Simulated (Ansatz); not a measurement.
The same path of BFH3N + FH (8 atoms, charge 0, multiplicity 1) was run 3 times with different band settings. Lost on the way: F7–H8. Made: B1–F7, N2–H8.

Computed with RKS PBE0-D4/def2-SVP (Ansatz 0.2.0).

Relaxed end points:

```xyz
8
Properties=species:S:1:pos:R:3
B 0.035 -0.292 0.229
N 0.026 -0.113 1.631
H -0.800 -0.328 2.176
H 0.888 -0.137 2.166
F 1.198 -0.255 -0.408
H -0.989 -0.462 -0.382
F -0.362 2.498 0.839
H -0.230 1.687 1.289
```

```xyz
8
Properties=species:S:1:pos:R:3
B -0.141 0.370 0.095
N 0.048 0.236 1.756
H -0.857 0.225 2.227
H 0.553 -0.618 1.994
F 1.156 0.339 -0.363
H -0.834 -0.592 -0.221
F -0.741 1.600 -0.046
H 0.583 1.038 2.096
```

Common settings: movable images 7; start path through a guess of the saddle point; force threshold 0.05 eV/Å; end points relaxed.

| run | climbing image | spring | optimiser | iteration limit |
| --- | --- | --- | --- | --- |
| 1 | yes | 5.0 eV/Å² | quadratic models (default) | 59 |
| 2 | yes | 0.5 eV/Å² | quadratic models (default) | 60 |
| 3 | from the first iteration | 5.0 eV/Å² | fire | 60 |

Q: What does each run give, and how far can it be trusted?

A: Run 1: converged after 11 iterations, highest image 0.351 eV above the first end. A vibrational analysis at the climbing image gives one clearly imaginary mode, 657i cm⁻¹: a first-order saddle point.
Run 2: converged after 10 iterations, highest image 0.351 eV above the first end. Another band between the same ends (7 images) ends at a top of the same energy, where a vibrational analysis finds 1 clearly imaginary mode.
Run 3: converged after 52 iterations, highest image 0.352 eV above the first end. Another band between the same ends (7 images) ends at a top of the same energy, where a vibrational analysis finds 1 clearly imaginary mode.
The orbitals stay closed-shell, which can raise the energy where a bond breaks towards radicals; this wasn't checked here.
